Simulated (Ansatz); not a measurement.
GeH4BrF, closed shell: at the end structure of a reaction step.

Input (in.yaml):

```yaml
crystal:
  periodic: [false, false, false]
  atoms:
    - {symbol: Ge, position_ang: [-0.663315, -0.230854, -0.875397]}
    - {symbol: Br, position_ang: [1.514409, 1.156470, 2.573308]}
    - {symbol: H, position_ang: [-0.880517, -1.259547, -1.988142]}
    - {symbol: H, position_ang: [-1.801803, -0.196869, 0.146697]}
    - {symbol: H, position_ang: [-0.278316, 1.154678, -1.398952]}
    - {symbol: H, position_ang: [1.365464, 0.183116, 1.533991]}
    - {symbol: F, position_ang: [0.744078, -0.806992, 0.008496]}
basis:
  gaussian: {orbitals: def2-SVP}
hamiltonian: {xc: pbe, dispersion: d4}
```

Launched with

```bash
ansatz run in.yaml --threads 4 --pin off --events-out ev --progress --plain --max-ram 9574MiB
```

The run's output (Ansatz 0.2.0):

```
Functional definition: PBE
  name "PBE"
  cite "Perdew, Burke & Ernzerhof, Phys. Rev. Lett. 77, 3865 (1996) doi:10.1103/PhysRevLett.77.3865"
  parent pbe
  parameter kappa = 0.804
  parameter beta = 0.06672455060314922
  exchange = pbe_x(kappa = kappa, mu = beta*pi^2/3)
  correlation = pbe_c(beta = beta)
1076 factors; their error is unknown
mean field evaluation 1: about -129305.6721 eV, gradient 3.7e1 eV
mean field evaluation 2: about -129298.3916 eV, gradient 7.9e1 eV
mean field evaluation 4: about -129307.6495 eV, gradient 3.3e0 eV
mean field evaluation 8: about -129307.6602 eV, gradient 2.8e-2 eV
mean field evaluation 16: about -129307.5657 eV, gradient 2.4e-5 eV
mean field -129307.56573135 eV, -4751.9653928112 hartree, gradient 2.4e-5 eV, S^2 0.000000; 0 other end points of the search recorded, 0 dependent functions left out
reference -129307.56576706 eV, -4751.9653941232 hartree; 40, 40 occupied and 58, 58 virtual orbitals, 1076 factors
Total energy: -129307.66119093 eV, -4751.9689008858 hartree
```

The lines “mean field evaluation” count trial sets of orbitals through the whole run, from several starts and some on an approximate energy, so they need not fall steadily or lie above the final value.

The run took about 0.75 s on 4 CPU threads of an Arm Neoverse V1 (shared host).
